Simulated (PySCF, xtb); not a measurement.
methyl(prop-2-ynyl)silane (C4H8Si), SMILES C(C[SiH2]C)#C.

GFN2-xTB (xtb) at its own geometry gives an orbital gap of 5.48 eV and a dipole moment of 1.21 D.

Geometry: B3LYP-D3(BJ)/def2-SVP. The values are those of a single conformer.

Q: What does B3LYP/def2-TZVP in PySCF give? (Estimate from the structure and the level; the computed values follow.)

A: gap 7.60 eV (levels -7.07 and 0.54 eV), dipole 1.47 D.
